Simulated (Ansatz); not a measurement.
Molecule: trimethyl(trifluoromethyl)germane, C4H9F3Ge, charge 0, multiplicity 1. 
Structure (B3LYP-D3(BJ)/def2-TZVP (Ansatz, a program for electronic structure) minimum search):
```
Ge
C 1 1.9591
H 2 1.0896 1 110.31
H 2 1.0896 3 108.77 1 -121.10
H 2 1.0903 3 108.67 4 -118.15
C 1 1.9591 2 112.65 3 -175.70
H 6 1.0896 1 110.31 2 55.52
H 6 1.0896 7 108.77 1 -121.10
H 6 1.0903 7 108.67 8 -118.15
C 1 1.9591 2 112.65 3 55.52
H 10 1.0896 1 110.31 2 -55.52
H 10 1.0896 11 108.77 1 121.10
H 10 1.0903 11 108.67 12 118.15
C 1 2.0259 2 106.07 3 -60.09
F 14 1.3587 1 112.46 2 -60.00
F 14 1.3587 15 106.32 1 -123.49
F 14 1.3587 15 106.32 16 -113.02
```
Charge 0, spin multiplicity 1.

Quantity: atomisation energy (electronic, to ground-state atoms), in kcal/mol. Valence correlation only, unless marked. Open shells are spin-unrestricted. Spin-orbit coupling is left out. The frozen core is the preceding noble-gas configuration, with the filled d and f shells of earlier blocks. No relativistic terms. The coupled-cluster limit lacks core correlation, which all-electron functionals hold. CBS(X,Y): correlation extrapolated as X^-3; Hartree-Fock from the larger set. The bracket is a focal-point correction in the basis named.

```
level                                                                 program  atomisation energy (kcal/mol)
-------------------------------------------------------------  --------------  -----------------------------
PBE/def2-TZVPD                                                         Ansatz                         1565.5
BLYP-D3(BJ)/def2-TZVPD                                         Ansatz + dftd3                         1531.6
B3LYP-D3(BJ)/def2-TZVPD                                        Ansatz + dftd3                         1534.4
PBE0/6-31G*                                                            Ansatz                            ___
PBE0-D4/def2-TZVPD                                             Ansatz + dftd4                         1544.5
r2SCAN0/def2-TZVPD                                                     Ansatz                            ___
HSE06-D3(BJ)/def2-TZVPD                                        Ansatz + dftd3                         1544.5
SCS-MP2/STO-3G                                                         Ansatz                         1558.7
CCSD/STO-3G                                                            Ansatz                         1571.5
RI-MP2/CBS(aug-cc-pVTZ,aug-cc-pVQZ)+[CCSD(T)-MP2]/aug-cc-pVTZ          Ansatz                            ___
```

**Question.** Complete the blanks.

**Answer.** 
- PBE0/6-31G*, atomisation energy (kcal/mol): 1543.6
- r2SCAN0/def2-TZVPD, atomisation energy (kcal/mol): 1517.8
- RI-MP2/CBS(aug-cc-pVTZ,aug-cc-pVQZ)+[CCSD(T)-MP2]/aug-cc-pVTZ, atomisation energy (kcal/mol): 1540.4
